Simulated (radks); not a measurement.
Values are calculated unless marked as measured or tabulated.
Q: Species: Gd II. Configuration: [Xe] 4f7 5d1 7d1 (not the ground configuration). Level of theory: non-relativistic Kohn-Sham, r2SCAN, spin-unpolarised, spherical densities, point nucleus; meta-GGA in the generalised Kohn-Sham scheme; relativity is left out, which matters for an element this heavy (a radial shooting solver on a logarithmic mesh with Libxc functionals). Some entries of the table are withheld. Estimate them.

| orbital | occ. | eigenvalue (eV) | r(max) (bohr) | <1/r> (bohr^-1) |
|---|---|---|---|---|
| 1s | 2 | -47157.39 | 0.01572 | 63.45 |
| 2s | 2 | -7540.673 | 0.08606 | 14.76 |
| 2p | 6 | -7170.218 | 0.06705 | 14.77 |
| 3s | 2 | -1679.628 | 0.2395 | 5.579 |
| 3p | 6 | -1514.784 | 0.2269 | 5.510 |
| 3d | 10 | -1208.549 | 0.1816 | 5.400 |
| 4s | 2 | -344.8818 | 0.5468 | 2.373 |
| 4p | 6 | -279.7355 | 0.5525 | 2.278 |
| 4d | 10 | (1) | 0.5600 | 2.072 |
| 5s | 2 | -55.6667 | 1.277 | 0.9170 |
| 5p | 6 | -37.9536 | 1.391 | 0.8147 |
| 4f | 7 | -23.5427 | 0.5569 | 1.575 |
| 5d | 1 | -12.8057 | (2) | 0.5582 |
| 7d | 1 | -2.1858 | 13.72 | 0.1007 |

A: 
(1) 4d eigenvalue (eV): -163.9568
(2) 5d r(max) (bohr): 1.827
